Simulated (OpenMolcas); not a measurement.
# Xe6+: from RASSCF to RASPT2

| Quantity | Value |
| --- | --- |
| Program | OpenMolcas |
| Basis | ANO-R2 [7s6p4d2f1g] |
| Scalar Hamiltonian | X2C, finite nucleus |
| Active space | 2 electrons in 9 orbitals (RAS2 5s 5p; RAS3 5d, at most 2 electrons) |
| State averaging | 2S+1 = 3 even, 3 roots; 2S+1 = 1 even, 7 roots; 2S+1 = 3 odd, 3 roots; 2S+1 = 1 odd, 3 roots |
| Spin-orbit coupling | RASSI with atomic mean-field integrals over the reference wave functions, term energies averaged over their components |

Methods on the same reference wave functions:
A. RASSCF
B. SS-RASPT2, IPEA 0.25 Eh, imaginary shift 0.1 Eh (closed shells correlated: 4d)
C. MS-RASPT2, IPEA 0.25 Eh, imaginary shift 0.1 Eh (closed shells correlated: 4d)

Energies in cm-1 above 5s2 1S0, the measured ground level; measured values from Saloman, J. Phys. Chem. Ref. Data 33, 765 (2004).

```
         Level       A       B       C  Measured
       5s2 1S0     0.0     0.0     0.0       0.0
   5s 5p 3P* 0   90953   96900   97400     96141
   5s 5p 3P* 1   95194  100860  101360    100451
   5s 5p 3P* 2  106671  112620  113120    113676
   5s 5p 1P* 1  146033  141060  141560    143259
       5p2 3P0  222475  224440  224930    223673
5p2 1D2 [60 %]  230458  236230  236730    236100
       5p2 3P1  231514  233950  234450    234685
5p2 3P2 [60 %]  245433  249450  249950    251853
```

Deviations, from unrounded energies. A percentage is the sum of absolute deviations over the sum of measured energies, with the sign that they share, or ± where signs differ.

```csv
Against measurement,Levels,A,B,C
mean absolute deviation (cm-1),8,4600,1100,1100
other configurations (%),8,±2.6,±0.6,±0.6
```

B, C lie about equally close to measurement and A furthest from it. The largest miss of C in the table is 5p2 3P2 [60 %], by -1900 cm-1. The ranking rests on the paired levels alone, and a cruder setting can come out closer through cancelling errors.

Between B and C the level of the table that moves most is 5s 5p 1P* 1, by 500 cm-1 (lowest in B, highest in C). Moves below CASPT2's spread within the term are not significant.

The two smallest mean deviations differ by little beside CASPT2's spread within terms, so their order carries little weight.

The lowest spin-free term lies below A's lowest term by 0.429 hartree in B, 0.431 hartree in C.

CASPT2 does not keep the components of a term degenerate, so their means are used; among the terms shown or strongly mixed into the levels shown the widest spread is 66 cm-1 (5p2 1D, C). Active for correlation alone: 5d; no level in the range computed is led by a configuration that fills it, so any true level of that kind is missing. Some terms mix strongly with configurations of 5d, whose occupation reaches 0.19 (5p2 1D). Computed and measured levels are paired by configuration, term and J; levels that our copy of the source lacks, or whose pairing is in doubt (as where it misses far off the trend of its configuration), stay unpaired and out of the deviations. Levels of configurations outside the active space are missing. The table leaves out levels that lie high or whose names do not pair safely across all columns.

A share in square brackets marks a mixed level and gives the weight of the term that names it, the lowest over the columns. * marks odd parity.
